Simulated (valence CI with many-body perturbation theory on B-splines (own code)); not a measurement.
## E1 line list for Pb67+

Method: relativistic CI+MBPT: five valence electrons over a frozen Dirac-Fock core [Ne], radial functions for each j: 11 s, 11 p, 10 d, 8 f, 5 g, 2 h, with the one-electron correlation potential Σ1, the two-electron term Σ2, the three-electron term Σ3, Breit, model QED; selected CI, second order for the rest, scaled by the run's own slope (own B-spline code, finite nucleus).

The last digits are not significant, and no measured levels were compared; by estimate large intervals hold to a few tenths of a per cent, small ones and those within an open d or f shell to about a per cent. Among the levels kept, up to 3300 cm⁻¹ of a level comes from second order outside the variational space, and about a tenth of that is noise between levels of different J, which matters for small intervals.

Lines 101 to 150 of 564 in falling wavelength, among levels below 1946.3 eV, chosen from the strongest by gf and those to the six lowest levels. Wavelengths and rates use the calculated energies. Electric multipoles are in the length gauge with retardation, E1 and E2 with the static RPA response of the core. Weak lines are less certain than strong ones. Lines between different terms over intervals too small for the method are left out, as are lines whose strength nearly cancels. The highest levels of a list are the least certain.

Levels are named by their leading jj configuration (3d3/2^4 stands for four electrons in 3d with j = 3/2), which in mixed levels can hold well under half, so a name can repeat and another be missing. Letters in brackets count levels of one name in rising energy.

| λ vac (nm) | Upper | Lower | A (s⁻¹) | log gf | Branch % |
| --- | --- | --- | --- | --- | --- |
| 3.311 | (3s^2 3p1/2 3p3/2 3d5/2) J=3/2 [a] | (3s^2 3p1/2 3p3/2^2) J=1/2 | 3.27e+09 | -2.67 | 0.9 |
| 3.290 | (3s^2 3p1/2 3p3/2 3d5/2) J=7/2 [a] | (3s^2 3p1/2 3p3/2^2) J=5/2 | 1.67e+09 | -2.66 | 62.3 |
| 3.237 | (3s 3p1/2^2 3d5/2^2) J=5/2 | (3s 3p1/2^2 3p3/2 3d5/2) J=3/2 [b] | 1.07e+11 | -0.99 | 11.0 |
| 3.213 | (3s 3p1/2^2 3d5/2^2) J=9/2 | (3s 3p1/2^2 3p3/2 3d5/2) J=7/2 [b] | 1.08e+11 | -0.78 | 12.9 |
| 3.189 | (3s^2 3p3/2^2 3d5/2) J=1/2 | (3s^2 3p3/2^3) J=3/2 | 1.84e+11 | -1.25 | 85.6 |
| 3.187 | (3s^2 3p1/2 3d5/2^2) J=3/2 | (3s^2 3p1/2 3p3/2 3d5/2) J=1/2 | 2.24e+11 | -0.86 | 18.7 |
| 3.185 | (3s 3p1/2^2 3p3/2 3d5/2) J=3/2 [a] | (3s 3p1/2^2 3p3/2^2) J=3/2 | 1.28e+11 | -1.11 | 11.8 |
| 3.162 | (3s^2 3p1/2 3p3/2 3d5/2) J=3/2 [a] | (3s^2 3p1/2 3p3/2^2) J=5/2 | 3.62e+10 | -1.66 | 9.7 |
| 3.159 | (3s 3p1/2^2 3d5/2^2) J=7/2 | (3s 3p1/2^2 3p3/2 3d5/2) J=5/2 [b] | 4.78e+11 | -0.24 | 54.1 |
| 3.147 | (3s^2 3p1/2 3d5/2^2) J=9/2 | (3s^2 3p1/2 3p3/2 3d5/2) J=7/2 [b] | 5.85e+11 | -0.06 | 70.8 |
| 3.146 | (3s^2 3p1/2 3d5/2^2) J=7/2 | (3s^2 3p1/2 3p3/2 3d5/2) J=5/2 [b] | 6.76e+11 | -0.10 | 60.8 |
| 3.143 | (3s^2 3p1/2 3d5/2^2) J=5/2 | (3s^2 3p1/2 3p3/2 3d5/2) J=3/2 [b] | 2.37e+11 | -0.68 | 23.1 |
| 3.132 | (3s 3p1/2 3p3/2^2 3d5/2) J=7/2 [b] | (3s 3p1/2 3p3/2^3) J=5/2 | 6.08e+10 | -1.15 | 2.8 |
| 3.131 | (3s^2 3p1/2 3p3/2 3d5/2) J=5/2 [a] | (3s^2 3p1/2 3p3/2^2) J=5/2 | 1.78e+11 | -0.80 | 58.7 |
| 3.126 | (3s 3p1/2^2 3d3/2 3d5/2) J=3/2 [b] | (3s 3p1/2^2 3p3/2 3d3/2) J=1/2 [b] | 1.18e+11 | -1.16 | 21.6 |
| 3.125 | (3s 3p1/2^2 3d5/2^2) J=3/2 | (3s 3p1/2^2 3p3/2 3d5/2) J=3/2 [b] | 1.68e+11 | -1.01 | 16.7 |
| 3.118 | (3s^2 3p3/2 3d3/2 3d5/2) J=3/2 [a] | (3s^2 3p3/2^2 3d3/2) J=1/2 | 1.20e+11 | -1.15 | 1.2 |
| 3.114 | (3s^2 3p1/2 3d3/2 3d5/2) J=7/2 [a] | (3s^2 3p1/2 3p3/2 3d3/2) J=7/2 | 9.58e+10 | -0.95 | 14.8 |
| 3.109 | (3s^2 3p3/2 3d3/2 3d5/2) J=5/2 [b] | (3s^2 3p3/2^2 3d3/2) J=3/2 [a] | 1.14e+11 | -1.00 | 1.4 |
| 3.104 | (3s 3p1/2^2 3d5/2^2) J=3/2 | (3s 3p1/2^2 3p3/2 3d5/2) J=5/2 [b] | 1.03e+11 | -1.23 | 10.3 |
| 3.100 | (3s^2 3p3/2 3d3/2 3d5/2) J=3/2 [a] | (3s^2 3p3/2^2 3d3/2) J=3/2 [a] | 1.14e+11 | -1.18 | 1.1 |
| 3.087 | (3s 3p1/2^2 3d3/2 3d5/2) J=7/2 [b] | (3s 3p1/2^2 3p3/2 3d3/2) J=5/2 [b] | 2.86e+11 | -0.49 | 51.9 |
| 3.077 | (3s^2 3p1/2 3d3/2 3d5/2) J=5/2 [b] | (3s^2 3p1/2 3p3/2 3d3/2) J=3/2 [b] | 3.85e+11 | -0.48 | 3.2 |
| 3.072 | (3s^2 3p3/2 3d3/2 3d5/2) J=1/2 [a] | (3s^2 3p3/2^2 3d3/2) J=1/2 | 1.83e+11 | -1.29 | 1.5 |
| 3.072 | (3s 3p1/2^2 3d3/2 3d5/2) J=1/2 | (3s 3p1/2^2 3p3/2 3d3/2) J=1/2 [b] | 3.18e+11 | -1.05 | 53.8 |
| 3.072 | (3s 3p1/2^2 3d5/2^2) J=3/2 | (3s 3p1/2^2 3p3/2 3d5/2) J=1/2 | 2.17e+11 | -0.91 | 21.6 |
| 3.066 | (3s 3p1/2^2 3d5/2^2) J=9/2 | (3s 3p1/2^2 3p3/2 3d5/2) J=7/2 [a] | 4.14e+11 | -0.23 | 49.6 |
| 3.065 | (3s^2 3p1/2 3d5/2^2) J=5/2 | (3s^2 3p1/2 3p3/2 3d5/2) J=7/2 [b] | 1.40e+11 | -0.93 | 13.6 |
| 3.065 | (3s 3p1/2 3p3/2^2 3d5/2) J=3/2 [c] | (3s 3p1/2 3p3/2^3) J=1/2 | 1.10e+11 | -1.21 | 3.6 |
| 3.064 | (3s 3p1/2^2 3d3/2 3d5/2) J=5/2 [b] | (3s 3p1/2^2 3p3/2 3d3/2) J=3/2 [b] | 2.08e+11 | -0.76 | 38.3 |
| 3.060 | (3s^2 3p3/2 3d3/2 3d5/2) J=5/2 [b] | (3s^2 3p3/2^2 3d3/2) J=5/2 | 1.49e+11 | -0.90 | 1.8 |
| 3.060 | (3s^2 3p1/2 3p3/2 3d5/2) J=3/2 [a] | (3s^2 3p1/2 3p3/2^2) J=3/2 | 2.83e+11 | -0.80 | 76.2 |
| 3.050 | (3s 3p1/2 3p3/2^2 3d5/2) J=3/2 [b] | (3s 3p1/2 3p3/2^3) J=5/2 | 2.46e+11 | -0.86 | 6.9 |
| 3.042 | (3s^2 3p3/2 3d3/2 3d5/2) J=7/2 [b] | (3s^2 3p3/2^2 3d3/2) J=7/2 | 3.17e+11 | -0.45 | 5.2 |
| 3.040 | (3s^2 3p3/2 3d3/2 3d5/2) J=5/2 [b] | (3s^2 3p3/2^2 3d3/2) J=7/2 | 7.25e+10 | -1.22 | 0.9 |
| 3.037 | (3s 3p1/2 3p3/2^2 3d5/2) J=5/2 [a] | (3s 3p1/2 3p3/2^3) J=3/2 [a] | 1.21e+11 | -1.00 | 5.4 |
| 3.037 | (3s 3p1/2^2 3d5/2^2) J=7/2 | (3s 3p1/2^2 3p3/2 3d5/2) J=7/2 [b] | 2.06e+11 | -0.64 | 23.3 |
| 3.033 | (3s 3p1/2^2 3p3/2 3d5/2) J=5/2 [a] | (3s 3p1/2^2 3p3/2^2) J=5/2 | 3.03e+11 | -0.60 | 36.3 |
| 3.032 | (3s^2 3p1/2^2 3d5/2) J=5/2 | (3s^2 3p1/2^2 3p3/2) J=3/2 | 4.22e+11 | -0.46 | 100.0 |
| 3.031 | (3s^2 3p1/2 3p3/2 3d5/2) J=5/2 [a] | (3s^2 3p1/2 3p3/2^2) J=3/2 | 1.05e+11 | -1.06 | 34.8 |
| 3.017 | (3s 3p1/2^2 3p3/2 3d5/2) J=1/2 | (3s 3p1/2^2 3p3/2^2) J=1/2 | 4.75e+11 | -0.89 | 79.6 |
| 3.015 | (3s 3p1/2 3p3/2^2 3d5/2) J=1/2 [c] | (3s 3p1/2 3p3/2^3) J=3/2 [b] | 3.05e+11 | -1.08 | 8.0 |
| 3.015 | (3s 3p1/2 3p3/2^2 3d5/2) J=5/2 [c] | (3s 3p1/2 3p3/2^3) J=5/2 | 7.05e+10 | -1.24 | 1.8 |
| 3.011 | (3s^2 3p1/2 3d3/2 3d5/2) J=5/2 [a] | (3s^2 3p1/2 3p3/2 3d3/2) J=3/2 [a] | 2.84e+11 | -0.64 | 31.5 |
| 3.011 | (3s^2 3p1/2 3p3/2 3d5/2) J=3/2 [b] | (3s^2 3p1/2 3p3/2^2) J=1/2 | 4.43e+11 | -0.62 | 75.3 |
| 3.010 | (3s^2 3p1/2 3d3/2 3d5/2) J=7/2 [a] | (3s^2 3p1/2 3p3/2 3d3/2) J=5/2 [a] | 3.67e+11 | -0.40 | 56.9 |
| 3.007 | (3s^2 3p3/2 3d3/2 3d5/2) J=3/2 [b] | (3s^2 3p3/2^2 3d3/2) J=3/2 [b] | 5.10e+11 | -0.56 | 6.6 |
| 3.000 | (3s 3p1/2^2 3d3/2 3d5/2) J=3/2 [b] | (3s 3p1/2^2 3p3/2 3d3/2) J=3/2 [b] | 2.31e+11 | -0.90 | 42.3 |
| 2.997 | (3s^2 3p1/2 3d3/2 3d5/2) J=3/2 [b] | (3s^2 3p1/2 3p3/2 3d3/2) J=3/2 [b] | 1.08e+11 | -1.24 | 0.9 |
| 2.996 | (3s^2 3p1/2 3d3/2 3d5/2) J=9/2 | (3s^2 3p1/2 3p3/2 3d3/2) J=7/2 | 4.73e+11 | -0.20 | 94.8 |
